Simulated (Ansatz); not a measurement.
Basis sets compared for the cluster Sn₃O₉H₆ (the lowest singlet isomer of a short search). Charge 0, multiplicity 1. Geometry r2SCAN-D4/def2-SVP. Ansatz on 4 threads of Arm Neoverse V2 on a shared host; times are rough, and most runs start from earlier orbitals.

```xyz
18

Sn    1.340    1.652   -1.513
Sn   -2.311   -0.941    0.670
Sn   -0.372    1.234    3.101
O    -0.771   -0.188    1.846
O     1.760    0.841    0.560
O     2.813    0.514   -2.244
O    -1.276    0.256   -1.108
O     0.060   -0.133   -1.381
O     1.191    2.170    2.667
O    -1.135   -2.521    0.041
O    -1.143   -2.480   -1.420
O    -2.115   -0.090   -2.241
H     1.651    1.442    1.395
H     2.991   -0.275   -1.713
H    -2.000   -1.081   -2.208
H    -0.339   -1.926   -1.562
H    -1.442    1.393    4.423
H     1.097    0.131    0.689
```

In the def2 sets Sn takes a core potential; there is no spin–orbit coupling. The structure holds 3 bonds between oxygen atoms, so isomers without such links may lie far lower. The structure comes from a short search, and lower isomers may exist.

Binding counts from free atoms (Sn triplet, O triplet, H doublet) in the same basis, without a counterpoise term.

| level | functions | energy (Eh) | HOMO (eV) | LUMO (eV) | binding per atom (eV) | wall time |
| --- | --- | --- | --- | --- | --- | --- |
| PBE-D4/def2-SVP | 234 | -1322.1794 | -5.45 | -3.39 | 3.36 | 4.6 s |
| PBE0-D4/def2-SVP | 234 | -1322.1289 | -6.96 | -2.73 | 3.08 | 8.5 s |

Estimate the rows for PBE-D4/def2-TZVP (with forces), PBE0-D4/def2-TZVP.


```tsv
level	functions	energy (Eh)	HOMO (eV)	LUMO (eV)	binding per atom (eV)	wall time
PBE-D4/def2-TZVP (with forces)	465	-1323.0587	-5.69	-3.58	3.36	13 s
PBE0-D4/def2-TZVP	465	-1323.0031	-7.13	-2.89	3.10	31 s
```
